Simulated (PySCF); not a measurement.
## Polarisability and C₆ of Se (selenium, neutral)

[Ar] 3d10 4s2 4p3 5s1, high-spin 5S determinant (an excited configuration). All numbers are calculated (PySCF 2.14, the spin-free X2C one-electron Hamiltonian (Gaussian nucleus), in x2c-QZVPPall with one added diffuse shell each of s, p, d, f type (12s9p6d5f1g, 113 functions)). Coupled (time-dependent) response in atomic units; α is the mean over directions.

```
method  mean α (bohr³)  C₆ (like pair)   S(−4)
   UHF           446.3            5965  312100
   PBE           341.1            4365  156400
  PBE0           380.1            5059  197300
```

S(−4) is the Cauchy moment in α(ω) = α(0) + S(−4) ω² + …

α(iu) at PBE0:

```
u (hartree)  α(iu) (bohr³)
          0          380.1
     0.0500          170.4
      0.100          71.77
      0.200          29.41
      0.300          18.81
      0.500          10.88
      0.750          6.658
       1.00          4.496
       1.50          2.471
       2.00          1.596
       3.00         0.8685
       5.00         0.4139
```

The outer electron is Rydberg-like, and this basis confines it to a smaller radius and binds it less than a complete one would.
